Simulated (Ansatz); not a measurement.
Start from `BO[SiH2]C` and change one atom or group to get `C[SiH2]O[SiH2]F`.

Ansatz, PBE0-D4/def2-TZVP geometries, multiplicity 1. Each molecule was computed in one conformer, which needn't be the lowest.

```
                                          property  `BO[SiH2]C`
                 LUMO energy (PBE/def2-TZVPP) / eV        -1.53
    zero-point energy (PBE0-D4/def2-TZVP) / kJ/mol        209.2
                HOMO energy (PBE0/def2-TZVPP) / eV        -8.31
             HOMO–LUMO gap (B3LYP/def2-TZVPP) / eV         7.35
size of the dipole moment (ωB97M-V/def2-TZVPP) / D         1.52
                LUMO energy (PBE0/def2-TZVPP) / eV        -0.52
```

(1) What does the change do to each property? (Estimate.)

Results:

(1) Computed: 
```
                                          property  `C[SiH2]O[SiH2]F`  shift
                 LUMO energy (PBE/def2-TZVPP) / eV              -0.48   1.05
    zero-point energy (PBE0-D4/def2-TZVP) / kJ/mol              208.3   -0.9
                HOMO energy (PBE0/def2-TZVPP) / eV              -8.76  -0.45
             HOMO–LUMO gap (B3LYP/def2-TZVPP) / eV               8.75   1.40
size of the dipole moment (ωB97M-V/def2-TZVPP) / D               0.85  -0.67
                LUMO energy (PBE0/def2-TZVPP) / eV               0.40   0.92
```

With PBE0 the HOMO falls by 0.45 eV and the LUMO rises by 0.92 eV, so the gap widens by about 1.37 eV. PBE moves the HOMO by -0.51 eV and ωB97M-V by -0.37 eV. The zero-point energy changes by -0.9 kJ/mol with +3 modes. Dipoles are sizes alone; their direction can turn.

B3LYP here is the variant with VWN-RPA as its local correlation; programs differ in this.
